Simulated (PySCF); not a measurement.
## Spin-state energies of [Co(NH3)6]2+

[Co(NH3)6]2+ holds Co(II), d7, at total charge +2. The structure is a PBE0-D3(BJ)/def2-SVP, IEF-PCM water geometry optimised for multiplicity 4; coordination octahedral, point group S6, metal–donor distances 2.18 Å.

```
25

Co    0.0000    0.0000    0.0000
N    -0.0177   -0.0177    2.1794
H     0.9126    0.0184    2.5991
H    -0.5312    0.7660    2.5859
H    -0.4572   -0.8574    2.5598
N     0.0177    0.0177   -2.1794
H    -0.9126   -0.0184   -2.5991
H     0.4572    0.8574   -2.5598
H     0.5312   -0.7660   -2.5859
N     2.1794   -0.0177   -0.0177
H     2.5991    0.9126    0.0184
H     2.5859   -0.5312    0.7660
H     2.5598   -0.4572   -0.8574
N    -2.1794    0.0177    0.0177
H    -2.5991   -0.9126   -0.0184
H    -2.5598    0.4572    0.8574
H    -2.5859    0.5312   -0.7660
N    -0.0177    2.1794   -0.0177
H     0.0184    2.5991    0.9126
H     0.7660    2.5859   -0.5312
H    -0.8574    2.5598   -0.4572
N     0.0177   -2.1794    0.0177
H    -0.0184   -2.5991   -0.9126
H     0.8574   -2.5598    0.4572
H    -0.7660   -2.5859    0.5312
```

Method (PySCF 2.14, density fitting): CASSCF(7,5) with orbitals averaged over all microstates of the shell, strongly contracted NEVPT2 on the averaged canonical orbitals; basis x2c-TZVPall on the metal, x2c-SVPall elsewhere; spin-free X2C; IEF-PCM water; spin-orbit coupling by state interaction with the mean-field operator over all roots.

The unrestricted Kohn–Sham energies use the same basis, Hamiltonian, solvent and geometry. All energies are vertical, in cm⁻¹ above the lowest state with 2S+1 = 4; a negative value means that the lower spin is more stable.

```json
{"method": "CASSCF", "2S+1 = 2": "13169"}
{"method": "NEVPT2", "2S+1 = 2": "8680"}
{"method": "TPSSh", "2S+1 = 2": "4194"}
{"method": "B3LYP", "2S+1 = 2": "4443"}
{"method": "PBE0", "2S+1 = 2": "6549"}
```

**Question.** How does exact exchange act on the 2S+1 = 2 state?

**Answer.** From TPSSh (10 % exact exchange) to PBE0 (25 %) it moves by +2355 cm⁻¹ against the high-spin state, so more exact exchange favours high spin, the usual trend.

The functionals differ in more than their exact exchange.

The active space of the d orbitals alone lacks metal–ligand bonding pairs, which usually tilts NEVPT2 towards high spin.

4Eg (from 4T1g) (28 cm⁻¹) lies within 300 cm⁻¹ of 4Ag (from 4T1g) at NEVPT2 level, inside the method's error: they are parts of one split term, whose order is undecided.
